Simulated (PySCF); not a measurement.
Gas-phase reaction: SnH2 + 4 F + N ⇌ SnF4 + NH2, at 1000 K and a standard pressure of 1 bar. Level: r2SCAN/def2-TZVP†.

Computed with PySCF and rigid-rotor harmonic-oscillator thermochemistry at 1 bar. † marks an energy on the PBE0/def2-TZVP geometry and frequencies. Open shells (unrestricted): F (multiplicity 2, electronic degeneracy 6), N (multiplicity 4), NH2 (multiplicity 2); the rest are closed-shell singlets. Spin-orbit splitting is ignored; it lowers the true energy and changes the entropy of F. Sn: scalar-relativistic def2 core potential, no spin-orbit coupling. SnH2: computed as isolated molecules; such fragments, hydroxides, amides, oligomers or adducts are transient or little studied in the gas. The harmonic model lacks anharmonicity and excited electronic states, which grow with temperature; levels with a mode under 35 cm⁻¹ are left out.

```tsv
species	E (Ha)	H(1000 K) − E (kJ/mol)	S°(1000 K) (J/mol/K)
SnH2	-215.53208	66.9	281.6
F	-99.72765	20.8	185.6
N	-54.58101	20.8	178.5
SnF4	-613.89649	110.9	443.6
NH2	-55.87025	86.3	238.8
```
E: electronic energy; H − E holds the zero-point and thermal terms. 1 Ha = 2625.5 kJ/mol.

**Question.** Work out ΔH°, ΔS°, ΔG° and log10 K from these numbers.

**Answer.** 1. ΔE = 1×(-613.89649) + 1×(-55.87025) − 1×(-215.53208) − 4×(-99.72765) − 1×(-54.58101) = -0.74305 Ha = -1950.9 kJ.
2. Δ(H − E) = 1×(110.9) + 1×(86.3) − 1×(66.9) − 4×(20.8) − 1×(20.8) = 26.3 kJ, so ΔH° = -1924.6 kJ.
3. ΔS° = 1×(443.6) + 1×(238.8) − 1×(281.6) − 4×(185.6) − 1×(178.5) = -520.1 J/K; the number of gas molecules changes by -4.
4. ΔG° = ΔH° − TΔS° = -1924.6 − 1000×(-520.1)/1000 = -1404.5 kJ.
5. log10 K = −ΔG°/(RT ln 10) = 73.38, with RT ln 10 = 19.14 kJ/mol; at standard pressures the products are favoured.
6. A shift of 10 kJ in ΔE would move log10 K by 0.52 here.
For scale, ΔH°(298 K) is -1917 kJ at this level, -1896 kJ at ωB97M-V/def2-TZVP†, and runs from -2288 to -1187 kJ over the 18 levels computed.
